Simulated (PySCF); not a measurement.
**A ladder of Hamiltonians for Hf⁶⁶⁺ (hafnium, charge +66)**

Occupied: 1s1/2, 2s1/2, 2p1/2. Hartree-Fock calculated with PySCF 2.14 in an uncontracted even-tempered set (16 s from 16 bohr⁻², ratio 2.7; 13 p from 20 bohr⁻², ratio 2.7), Gaussian nucleus throughout. NR is non-relativistic, sf-X2C the spin-free one-electron X2C Hamiltonian, X2C adds the bare one-electron spin-orbit term, X2C-SNSO screens it by Boettger's factors, DC is four-component Dirac-Coulomb, and the Gaunt and Breit terms are added at first order (total energies over the DC spinors, levels after relaxing the spinors in that mean field). QED terms are absent. Levels marked empty are virtual spinors of this ion.

```
Hamiltonian  E (hartree)  E − E(DC) (hartree)  CPU seconds
        X2C   -8185.1260               1.8404          0.2
   X2C-SNSO   -8182.8571               4.1093          0.2
         DC   -8186.9664               0.0000            7
   DC+Gaunt   -8177.4506               9.5157           14
   DC+Breit   -8177.9373               9.0290           40
```

| level (eV) | X2C | X2C-SNSO | DC | DC+Gaunt | DC+Breit |
| --- | --- | --- | --- | --- | --- |
| 1s1/2 | -72848.5 | -72850.8 | -72911.4 | -72720.7 | -72726.9 |
| 2s1/2 | -17567.9 | -17568.6 | -17577.1 | -17557.1 | -17558.9 |
| 2p1/2 | -17339.7 | -17309.2 | -17318.1 | -17277.0 | -17281.6 |
| 2p3/2 (empty) | -15679.5 | -15690.0 | -15691.6 | -15672.2 | -15676.7 |
| 3s1/2 (empty) | -7343.3 | -7343.5 | -7345.7 | -7340.0 | -7340.8 |

Weight of the small component: 1s1/2 0.0736, 2s1/2 0.0177, 2p1/2 0.0176, 2p3/2 0.0161, 3s1/2 0.00737.

Koopmans' value for the highest occupied level at DC+Breit: 17281.6 eV, against an ionisation energy of 17280 ± 40 eV (theoretical estimate listed by NIST; NIST Atomic Spectra Database, ionization energies); the former lacks relaxation, correlation, QED and recoil.

The whole ladder took 64 s of wall time on 1 thread of Neoverse-V1 (shared host), launched as `OMP_NUM_THREADS=1 python relrun2.py TASK.json OUT` (a driver that calls PySCF for each Hamiltonian).
